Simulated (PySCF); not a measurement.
**`C1=CCCCCCC=1`, C$_{8}$H$_{12}$**

Molfile (atoms numbered from 1):
```
C8H12
     RDKit          3D

 20 20  0  0  0  0  0  0  0  0999 V2000
    0.2720    1.6454    0.2069 C   0  0  0  0  0  0  0  0  0  0  0  0
   -0.9233    1.8951   -0.2699 C   0  0  0  0  0  0  0  0  0  0  0  0
   -2.0032    0.8511   -0.1079 C   0  0  0  0  0  0  0  0  0  0  0  0
   -1.4782   -0.5157    0.3335 C   0  0  0  0  0  0  0  0  0  0  0  0
   -0.4774   -1.1916   -0.6335 C   0  0  0  0  0  0  0  0  0  0  0  0
    0.9793   -1.3585   -0.1709 C   0  0  0  0  0  0  0  0  0  0  0  0
    1.8784   -0.1171   -0.2664 C   0  0  0  0  0  0  0  0  0  0  0  0
    1.3434    0.9997    0.5978 C   0  0  0  0  0  0  0  0  0  0  0  0
   -1.1458    2.8056   -0.8382 H   0  0  0  0  0  0  0  0  0  0  0  0
   -2.5139    0.7511   -1.0833 H   0  0  0  0  0  0  0  0  0  0  0  0
   -2.7811    1.1983    0.5961 H   0  0  0  0  0  0  0  0  0  0  0  0
   -1.0241   -0.4213    1.3338 H   0  0  0  0  0  0  0  0  0  0  0  0
   -2.3516   -1.1741    0.4666 H   0  0  0  0  0  0  0  0  0  0  0  0
   -0.8525   -2.2041   -0.8531 H   0  0  0  0  0  0  0  0  0  0  0  0
   -0.4864   -0.6639   -1.6039 H   0  0  0  0  0  0  0  0  0  0  0  0
    0.9855   -1.7335    0.8682 H   0  0  0  0  0  0  0  0  0  0  0  0
    1.4427   -2.1547   -0.7786 H   0  0  0  0  0  0  0  0  0  0  0  0
    1.9265    0.2123   -1.3171 H   0  0  0  0  0  0  0  0  0  0  0  0
    2.9047   -0.3827    0.0326 H   0  0  0  0  0  0  0  0  0  0  0  0
    1.7551    1.1453    1.6040 H   0  0  0  0  0  0  0  0  0  0  0  0
  1  2  2  0
  2  3  1  0
  3  4  1  0
  4  5  1  0
  5  6  1  0
  6  7  1  0
  7  8  1  0
  8  1  2  0
  2  9  1  0
  3 10  1  0
  3 11  1  0
  4 12  1  0
  4 13  1  0
  5 14  1  0
  5 15  1  0
  6 16  1  0
  6 17  1  0
  7 18  1  0
  7 19  1  0
  8 20  1  0
M  END
```

Computed, not measured: TDDFT CAM-B3LYP/aug-cc-pVDZ circular dichroism and optical rotation, one conformer, IEF-PCM acetonitrile (non-equilibrium linear response, no local-field factor) in PySCF 2.14.0. Geometry: PBE0-D3(BJ)/def2-SVP.

No stereocentre is labelled: unless the shape is locked (an allene, a helicene, a hindered biaryl), the mirror image is equally populated and a measured rotation or CD is zero.

Question: What is the specific rotation at 633, 589.3, 546, 436, 405, 365, 355 nm?

Answer: [α] in deg dm⁻¹ (g/mL)⁻¹:
| λ (nm) | origin-invariant length gauge | modified velocity gauge | length gauge (centre of mass) | isotropic polarisability (au) |
| --- | --- | --- | --- | --- |
| 633 | -77.8 | -73.7 | -77.8 | 110.0 |
| 589.3 | -93.7 | -88.7 | -93.6 | 110.6 |
| 546 | -115.0 | -109.1 | -114.9 | 111.2 |
| 436 | -226.0 | -215.4 | -225.8 | 114.2 |
| 405 | -291.4 | -278.3 | -291.2 | 115.6 |
| 365 | -435.0 | -416.9 | -434.8 | 118.1 |
| 355 | -489.4 | -469.5 | -489.2 | 118.9 |

Question: And for the mirror image at 589.3 nm?

Answer: +93.7 deg dm⁻¹ (g/mL)⁻¹ (origin-invariant length gauge): the same size and the opposite sign.

Question: What is the molar rotation [Φ] = [α]·M/100 of the geometry above at 589.3 nm?

Answer: With M = 108.18 g/mol, -101.3 deg cm² dmol⁻¹ (origin-invariant length gauge).

The first excitation lies at 5.47 eV (227 nm) with R = -4.7 × 10⁻⁴⁰ esu² cm² (velocity form).
